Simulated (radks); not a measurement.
Radial electron density D(r) = 4 pi r^2 rho(r) of an atom or ion with 18 electrons. All-electron calculation, scalar-relativistic Kohn-Sham, PBE, spin-polarised, spherical densities, point nucleus. Program: a radial shooting solver on a logarithmic mesh with Libxc functionals.

| r (bohr) | D(r) (e/bohr) | spin D(r) |
|---|---|---|
| 0.002958 | 0.7411 | 0.00458 |
| 0.003389 | 0.9511 | 0.00587 |
| 0.003852 | 1.200 | 0.00741 |
| 0.004378 | 1.509 | 0.00931 |
| 0.004976 | 1.893 | 0.0117 |
| 0.005656 | 2.365 | 0.0146 |
| 0.006479 | 2.983 | 0.0183 |
| 0.007364 | 3.694 | 0.0227 |
| 0.00837 | 4.550 | 0.0279 |
| 0.009513 | 5.571 | 0.0340 |
| 0.01081 | 6.775 | 0.0412 |
| 0.01229 | 8.175 | 0.0495 |
| 0.01408 | 9.886 | 0.0594 |
| 0.016 | 11.70 | 0.0697 |
| 0.01819 | 13.69 | 0.0807 |
| 0.02067 | 15.82 | 0.0918 |
| 0.02349 | 18.01 | 0.102 |
| 0.02691 | 20.31 | 0.112 |
| 0.03059 | 22.32 | 0.119 |
| 0.03477 | 24.03 | 0.122 |
| 0.03951 | 25.30 | 0.120 |
| 0.04491 | 26.00 | 0.112 |
| 0.05145 | 26.02 | 0.0970 |
| 0.05848 | 25.36 | 0.0780 |
| 0.06646 | 24.16 | 0.0571 |
| 0.07554 | 22.64 | 0.0392 |
| 0.08585 | 21.15 | 0.0312 |
| 0.09836 | 20.03 | 0.0419 |
| 0.1118 | 19.77 | 0.0772 |
| 0.1271 | 20.49 | 0.140 |
| 0.1444 | 22.12 | 0.225 |
| 0.1641 | 24.31 | 0.320 |
| 0.1865 | 26.45 | 0.399 |
| 0.2137 | 27.83 | 0.437 |
| 0.2429 | 27.63 | 0.404 |
| 0.2761 | 25.64 | 0.303 |
| 0.3138 | 22.07 | 0.161 |
| 0.3566 | 17.58 | 0.0364 |
| 0.4086 | 12.89 | 0.00659 |
| 0.4643 | 9.514 | 0.137 |
| 0.5278 | 7.698 | 0.432 |
| 0.5998 | 7.390 | 0.837 |
| 0.6817 | 8.005 | 1.23 |
| 0.781 | 8.721 | 1.47 |
| 0.8877 | 8.718 | 1.45 |
| 1.009 | 7.782 | 1.21 |
| 1.147 | 6.130 | 0.868 |
| 1.303 | 4.259 | 0.560 |
| 1.493 | 2.570 | 0.388 |
| 1.697 | 1.522 | 0.382 |
| 1.929 | 0.9698 | 0.463 |
| 2.192 | 0.7277 | 0.539 |
| 2.491 | 0.5955 | 0.538 |
| 2.832 | 0.4566 | 0.443 |
| 3.244 | 0.2910 | 0.289 |
| 3.687 | 0.1567 | 0.156 |
| 4.191 | 0.06812 | 0.0681 |
| 4.763 | 0.02314 | 0.0231 |
| 5.413 | 0.005933 | 0.00593 |
| 6.202 | 0.0009905 | 0.000991 |
| 7.049 | 0.0001285 | 0.000128 |

What is the nuclear charge?

Answer. Z = 22. The innermost maximum, from 1s, lies near gamma/Z bohr with gamma = sqrt(1 - (Z/c)^2) = 0.987, here 0.0449 bohr (found: 0.0483), and its height grows with Z. The density is that of the titanium ion Ti4+ in [Ne] 3s1 3p6 4p1; the configuration itself is not fixed sharply by these data, and Z only to about a unit. D(r) has 3 maxima, at r = 0.0483, 0.224, 0.833 bohr, and minima at 0.109, 0.581 bohr, inside which lie 2.14, 10.43 electrons.
